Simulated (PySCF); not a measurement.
Vertical excitations of a molecule CHF2NOSi from PySCF with TDA-PBE/def2-SVPD, as energy in eV (oscillator strength): 6.93 (0.001), 7.10 (0.000), 7.15 (0.000), 7.81 (0.007), 7.84 (0.005), 8.34 (0.385), 8.48 (0.017), 8.58 (0.007), 8.59 (0.000), 8.85 (0.094). Lowest triplet (TDA): 6.38 eV. Geometry optimised at B3LYP-D3(BJ)/def2-SVP. Other conformers were not sampled.

### Question
Identify the compound among the candidates.
A. O=C=N[SiH](F)F
B. F[Si]1(F)N=CO1
C. N#CO[SiH](F)F

### Answer
A, O=C=N[SiH](F)F
